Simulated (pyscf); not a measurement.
## F–SiH₂–SiH₂•, doublet

Gas-phase minimum from PySCF at ωB97X-D3(BJ)/def2-SVP, one conformer. Other isomers of F–SiH₂–SiH₂• were not searched in full and may lie lower. 

```xyz
7

F      0.9899     1.4281    -2.2581
Si     0.3691     1.5865    -0.7556
Si    -0.1081    -0.5333     0.0549
H     -0.8326     2.4620    -0.8636
H      1.3823     2.2412     0.1171
H     -1.2113    -1.2425    -0.6569
H     -0.3396    -0.5492     1.5301
```
Charge 0, spin multiplicity 2.

Bonded distances (Å): F1–Si2 1.633, Si2–Si3 2.319, Si2–H4 1.491, Si2–H5 1.489, Si3–H6 1.492, Si3–H7 1.493. Angles (°): F1–Si2–Si3 108.1, F1–Si2–H4 107.3, F1–Si2–H5 108.9, Si3–Si2–H4 113.3, Si3–Si2–H5 109.7, H4–Si2–H5 109.4, Si2–Si3–H6 114.8, Si2–Si3–H7 112.8, H6–Si3–H7 110.6.

Properties at ωB97X-D3(BJ)/def2-SVP:

```
Quantity                                                                                                                                                                                          Result
---------------------------------------------------------------------------------------------------------------------  ---------------------------------------------------------------------------------
Harmonic wavenumbers, unscaled                                                                                         93, 180, 387, 450, 500, 606, 746, 862, 894, 934, 969, 2236, 2253, 2255, 2269 cm⁻¹
Zero-point energy                                                                                                                                                                          22.3 kcal/mol
Rotational symmetry number                                                                                                                                                                             1
Entropy of this conformer at 298 K and 1 atm, rigid rotor and harmonic oscillator, modes under 100 cm⁻¹ raised to 100                                                                    313.4 J/(mol K)
Dipole moment                                                                                                                                                                                     1.40 D
Spin expectation value S2                                                                                                                                                                          0.752
```

Single-point totals, which compare only within one level (frozen core for MP2 and CC):

```
level                   total energy (hartree)
----------------------  ----------------------
ωB97X-D3(BJ)/def2-TZVP              -681.35555
PBE/def2-TZVP                       -680.89557
r²SCAN/def2-TZVP                    -681.20385
B3LYP-D3(BJ)/def2-TZVP              -681.35406
PBE0-D3(BJ)/def2-TZVP               -680.95965
M06-2X/def2-TZVP                    -681.21372
ωB97M-D3(BJ)/def2-TZVP              -681.39085
UHF/def2-TZVPP                      -679.71782
MP2/def2-TZVPP                      -680.19593
CCSD/def2-TZVPP                     -680.23533
CCSD(T)/def2-TZVPP                  -680.25109
```

Soft torsions are taken as harmonic, which can shift the entropy by several J/(mol K). The CCSD(T) − MP2 part came from Ansatz, without density fitting, on the same reference.
